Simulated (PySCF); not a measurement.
Unrelated species, one level of theory. Method: PySCF 2.14.0, density-fitted response routines, TDDFT B3LYP/def2-SVPD, vertical, gas phase, core orbitals frozen in the response. Geometries: PBE0-D3(BJ)/def2-SVP; one conformer of each isolated species. Triplets are in the Tamm–Dancoff approximation. Atoms past krypton carry core potentials; spin–orbit coupling is left out.

Task: Rank by computed lowest singlet excitation energy, highest first.
A. `[Ge]([I])[I]`
B. `[NH]=[W](=[NH])([F])[F]`
C. `CC(C)[SeH]`
D. `NBCBF`

Result: D (5.91 eV), B (4.92 eV), C (4.69 eV), A (2.69 eV).

| SMILES | S1 (eV) | α (au) | T1 (eV) | LUMO (eV) | HOMO (eV) | gap (eV) | S1 mainly |
| --- | --- | --- | --- | --- | --- | --- | --- |
| NBCBF | 5.91 | 50.8 | 5.28 | -1.04 | -8.10 | 7.06 | H→L (84%) |
| [NH]=[W](=[NH])([F])[F] | 4.92 | 54.5 | 4.23 | -1.98 | -8.10 | 6.13 | H→L (88%) |
| CC(C)[SeH] | 4.69 | 69.0 | 4.27 | -0.30 | -6.22 | 5.91 | H→L (97%) |
| [I][Ge][I] | 2.69 | 112.4 | 2.12 | -3.56 | -7.14 | 3.58 | H-1→L (100%) |

H and L stand for HOMO and LUMO.

- `NBCBF`: Löwdin shares by element: HOMO nitrogen 32%, boron 24%, carbon 19% (atoms not listed hold the other 25%); LUMO boron 50%, carbon 15%, fluorine 11% (atoms not listed hold the other 24%).
- `[NH]=[W](=[NH])([F])[F]`: for S1 the Löwdin share of tungsten is 14% in HOMO and 60% in LUMO.
- `CC(C)[SeH]`: Löwdin shares by element: HOMO selenium 78%, carbon 7% or more, hydrogen 6% or more; LUMO selenium 54%, hydrogen 14% or more, carbon 14% or more (atoms not listed hold the other 18%).
- `[I][Ge][I]`: Löwdin shares by element: HOMO iodine 69%, germanium 31%; LUMO germanium 68%, iodine 32%.
